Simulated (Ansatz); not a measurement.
Reactions of `NC(F)([SiH3])S`.

Isolated molecules relaxed with PBE0-D4/def2-TZVP in Ansatz; ΔE leaves out vibrations. CCSD(T)/CBS is the MP2 limit (def2-TZVPP, def2-QZVPP) plus CCSD(T) − MP2 in def2-TZVPP, frozen cores. This one scheme is used for every species. Elements past krypton have def2 core potentials. For I, Mg outer-core shells are correlated without core-valence functions, which leaves a few kJ/mol of doubt a bond. One conformer a species, not always the lowest.

```csv
reaction,CCSD/CBS(def2) (eV),CCSD(T)/CBS(def2) (eV)
`NC(F)([SiH3])S` + `N=CF` → `F/C=N/[SiH3]` + `NC(F)S`,-0.64,-0.61
`NC(F)([SiH3])S` + `OBF` → `FBO[SiH3]` + `NC(F)S`,-1.06,-1.00
`NC(F)([SiH3])S` + `C[S][Mg][OH]` → `C[S][Mg][O][SiH3]` + `NC(F)S`,-1.45,-1.40
`NC(F)([SiH3])S` + H₂ → `NC([SiH3])S` + H–F,-0.90,-0.86
`NC(F)([SiH3])S` + HI → `[SiH3]I` + `NC(F)S`,-1.05,-1.01
`NC(F)([SiH3])S` + `N[SiH](N)O` → `N[SiH](N)O[SiH3]` + `NC(F)S`,-1.26,-1.21
`NC(F)([SiH3])S` + `F[SiH2]N[SiH3]` → `F[SiH2]N([SiH3])[SiH3]` + `NC(F)S`,-0.71,-0.68
```

Largest T1 diagnostic: 0.014, for `F/C=N/[SiH3]`.
